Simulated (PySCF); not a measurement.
PySCF input (HF/def2-TZVPD):

```python
from pyscf import gto, scf, dft

mol = gto.M(
    atom='''
    Ge   -0.00516926    0.00502527    0.57294344
    Cl    1.21986904    1.42802193   -0.54084538
    Cl   -1.21013866   -1.43748127   -0.53763638
    ''',
    basis='def2-tzvpd',
    charge=0,
    spin=2,
    verbose=4,
)

mf = scf.UHF(mol).density_fit(auxbasis='def2-universal-jkfit')
mf.conv_tol = 1e-9
mf.max_cycle = 100
mf.max_memory = 1500
mf.kernel()
if not mf.converged:
    mf = mf.newton()
    mf.kernel(mf.make_rdm1())
for _ in range(2):
    mo, _, stable, _ = mf.stability(return_status=True)
    if stable:
        break
    mf.kernel(mf.make_rdm1(mo, mf.mo_occ))
mf.analyze()
```

End of the output:

```
Extra cycle  E= -2994.41221391785  delta_E= -2.91e-11  |g|= 2.71e-06  |ddm|= 6.16e-06
converged SCF energy = -2994.41221391785  <S^2> = 2.0135932  2S+1 = 3.0090485
uhf_internal: lowest eigs of H = [0.1919328  0.27472996 0.29437874]
<class 'pyscf.df.df_jk.DFUHF'> wavefunction is stable in the internal stability analysis
**** SCF Summaries ****
Total Energy =                       -2994.412213917848021
Nuclear Repulsion Energy =             304.425990047945447
One-electron Energy =                -4771.978320869033269
Two-electron Energy =                 1473.140116903239914
Two-electron Coulomb Energy =         1605.849737086320602
DFT Exchange-Correlation Energy =     -132.709620183080688
HOMO-LUMO gap [eV] =                     6.858945552499025
**** MO energy ****
                             alpha | beta                alpha | beta
MO #1   energy= -405.317839888374  | -405.312583241087  occ= 1 | 1
MO #2   energy= -104.853479206991  | -104.85005807613   occ= 1 | 1
MO #3   energy= -104.853478948705  | -104.850057724396  occ= 1 | 1
MO #4   energy= -52.2216999828939  | -52.2180200787746  occ= 1 | 1
MO #5   energy= -46.3105565429922  | -46.3065610020693  occ= 1 | 1
MO #6   energy= -46.3092296537803  | -46.3065160040591  occ= 1 | 1
MO #7   energy= -46.3076499622082  | -46.3040581088959  occ= 1 | 1
MO #8   energy= -10.5808009068646  | -10.5775583366609  occ= 1 | 1
MO #9   energy= -10.5807989983187  | -10.5775523920753  occ= 1 | 1
MO #10  energy= -8.05120385806298  | -8.04396867455037  occ= 1 | 1
MO #11  energy= -8.05120302444454  | -8.04396770228358  occ= 1 | 1
MO #12  energy= -8.04662403485181  | -8.04221353081465  occ= 1 | 1
MO #13  energy= -8.04662398135445  | -8.04221302197734  occ= 1 | 1
MO #14  energy= -8.04533755948056  | -8.04005982221081  occ= 1 | 1
MO #15  energy= -8.04533733718566  | -8.04005900723249  occ= 1 | 1
MO #16  energy= -7.26813702008925  | -7.25534867046932  occ= 1 | 1
MO #17  energy= -5.24411285193303  | -5.2364172459081   occ= 1 | 1
MO #18  energy= -5.24251156026426  | -5.2335445563642   occ= 1 | 1
MO #19  energy= -5.2369563931532   | -5.22439285944429  occ= 1 | 1
MO #20  energy= -1.71513029204494  | -1.71303952581359  occ= 1 | 1
MO #21  energy= -1.71390066997926  | -1.71067193038487  occ= 1 | 1
MO #22  energy= -1.71191788096905  | -1.7038189042778   occ= 1 | 1
MO #23  energy= -1.71062985027997  | -1.70370454596687  occ= 1 | 1
MO #24  energy= -1.70885154255356  | -1.70251626911649  occ= 1 | 1
MO #25  energy= -1.12156747512137  | -1.09315220520306  occ= 1 | 1
MO #26  energy= -1.10417817126811  | -1.07805564752598  occ= 1 | 1
MO #27  energy= -0.722741576705257 | -0.622927713577536 occ= 1 | 1
MO #28  energy= -0.561239064242347 | -0.510813864426562 occ= 1 | 1
MO #29  energy= -0.518198339216899 | -0.492564115773191 occ= 1 | 1
MO #30  energy= -0.512115506574515 | -0.487583672779261 occ= 1 | 1
MO #31  energy= -0.492189480567671 | -0.473475230294481 occ= 1 | 1
MO #32  energy= -0.476856782330066 | -0.473179897280946 occ= 1 | 1
MO #33  energy= -0.437839562025044 | -0.0544669418125139 occ= 1 | 0
MO #34  energy= -0.306528543799924 | 0.0584055492930334 occ= 1 | 0
MO #35  energy= 0.0493463197325609 | 0.0636970397263237 occ= 0 | 0
MO #36  energy= 0.0644452634329926 | 0.0695726807849381 occ= 0 | 0
MO #37  energy= 0.067762184101233  | 0.083302938926483  occ= 0 | 0
MO #38  energy= 0.088892701545223  | 0.104810167583772  occ= 0 | 0
MO #39  energy= 0.0905102316467298 | 0.105658518872933  occ= 0 | 0
MO #40  energy= 0.0983469822880539 | 0.106145898224832  occ= 0 | 0
MO #41  energy= 0.106788120817169  | 0.110003457690882  occ= 0 | 0
MO #42  energy= 0.109562212437063  | 0.125831036166009  occ= 0 | 0
MO #43  energy= 0.119804946396766  | 0.140831446330174  occ= 0 | 0
MO #44  energy= 0.150076485272085  | 0.163527775739368  occ= 0 | 0
MO #45  energy= 0.168227559308847  | 0.178196263001028  occ= 0 | 0
MO #46  energy= 0.197731086862444  | 0.210924637332654  occ= 0 | 0
MO #47  energy= 0.215881892714187  | 0.219202087772831  occ= 0 | 0
MO #48  energy= 0.221173581584563  | 0.246140207393635  occ= 0 | 0
MO #49  energy= 0.245291528796227  | 0.252456788986122  occ= 0 | 0
MO #50  energy= 0.262266834291399  | 0.277211692361735  occ= 0 | 0
MO #51  energy= 0.29054374257344   | 0.295924232836008  occ= 0 | 0
MO #52  energy= 0.30206005569657   | 0.310729500815179  occ= 0 | 0
MO #53  energy= 0.305228400932861  | 0.313241737188459  occ= 0 | 0
MO #54  energy= 0.320069708782569  | 0.327761021303167  occ= 0 | 0
MO #55  energy= 0.329189324021884  | 0.332736932352022  occ= 0 | 0
MO #56  energy= 0.330295066171565  | 0.342483017336823  occ= 0 | 0
MO #57  energy= 0.337716758957439  | 0.354194324002638  occ= 0 | 0
MO #58  energy= 0.342685868667836  | 0.359129698572165  occ= 0 | 0
MO #59  energy= 0.344466510359953  | 0.36379784312787   occ= 0 | 0
MO #60  energy= 0.390014914017495  | 0.397969538633365  occ= 0 | 0
MO #61  energy= 0.426859096328617  | 0.471186805417047  occ= 0 | 0
MO #62  energy= 0.434531295070006  | 0.475946516687185  occ= 0 | 0
MO #63  energy= 0.478929545009216  | 0.507940039697122  occ= 0 | 0
MO #64  energy= 0.490164438583364  | 0.508240510705545  occ= 0 | 0
MO #65  energy= 0.49637988125773   | 0.55766690396681   occ= 0 | 0
MO #66  energy= 0.565932888059326  | 0.580892259159534  occ= 0 | 0
MO #67  energy= 0.593623151342872  | 0.60419532143166   occ= 0 | 0
MO #68  energy= 0.60106270850041   | 0.613750232355065  occ= 0 | 0
MO #69  energy= 0.630023110653674  | 0.679203049510926  occ= 0 | 0
MO #70  energy= 0.682915572035013  | 0.687871270116104  occ= 0 | 0
MO #71  energy= 0.683304392987612  | 0.691268940659192  occ= 0 | 0
MO #72  energy= 0.689765165647799  | 0.700245109922303  occ= 0 | 0
MO #73  energy= 0.739689503484566  | 0.745619759438828  occ= 0 | 0
MO #74  energy= 0.771628769963369  | 0.787887364684009  occ= 0 | 0
MO #75  energy= 0.78272213658388   | 0.795530629325711  occ= 0 | 0
MO #76  energy= 0.790065523666954  | 0.800788584952527  occ= 0 | 0
MO #77  energy= 0.795252563104762  | 0.8074467181315    occ= 0 | 0
MO #78  energy= 0.795578465689528  | 0.813928478557942  occ= 0 | 0
MO #79  energy= 0.801955717108756  | 0.814269567087111  occ= 0 | 0
MO #80  energy= 0.816751398921942  | 0.831740896812576  occ= 0 | 0
MO #81  energy= 0.821119286085865  | 0.831875008681494  occ= 0 | 0
MO #82  energy= 0.835990241375085  | 0.855047921060927  occ= 0 | 0
MO #83  energy= 0.878802052382397  | 0.896932697839571  occ= 0 | 0
MO #84  energy= 0.920148068217877  | 0.933323781787163  occ= 0 | 0
MO #85  energy= 0.947641313935431  | 0.964327868371019  occ= 0 | 0
MO #86  energy= 1.16367213341428   | 1.20551595049123   occ= 0 | 0
MO #87  energy= 1.17084586370636   | 1.20772479651238   occ= 0 | 0
MO #88  energy= 1.19788620220663   | 1.2304645618387    occ= 0 | 0
MO #89  energy= 1.20363335110178   | 1.26213732366149   occ= 0 | 0
MO #90  energy= 1.2318419246066    | 1.26259708537662   occ= 0 | 0
MO #91  energy= 1.25298282392962   | 1.27890044795102   occ= 0 | 0
MO #92  energy= 1.2593901654733    | 1.3070030554993    occ= 0 | 0
MO #93  energy= 1.32632563232003   | 1.34998444856698   occ= 0 | 0
MO #94  energy= 1.37909218244341   | 1.41154857349665   occ= 0 | 0
MO #95  energy= 1.39363266917663   | 1.41934613041751   occ= 0 | 0
MO #96  energy= 1.39524101606842   | 1.43153254218012   occ= 0 | 0
MO #97  energy= 1.45691482708876   | 1.48101295382622   occ= 0 | 0
MO #98  energy= 1.56087296144926   | 1.58111204087332   occ= 0 | 0
MO #99  energy= 1.68710045896801   | 1.70417423840376   occ= 0 | 0
MO #100 energy= 2.24513175074474   | 2.24877262210863   occ= 0 | 0
MO #101 energy= 2.25705971466865   | 2.25979585087241   occ= 0 | 0
MO #102 energy= 2.25924463114083   | 2.26195566756846   occ= 0 | 0
MO #103 energy= 2.26454803014307   | 2.26781677638953   occ= 0 | 0
MO #104 energy= 2.27218083277394   | 2.28076452065522   occ= 0 | 0
[...]
```

This is an excited triplet: at this geometry the singlet lies 2.40 eV lower at RI-MP2/CBS(def2-TZVPPD,def2-QZVPPD)+[CCSD(T)-MP2]/def2-TZVPPD.
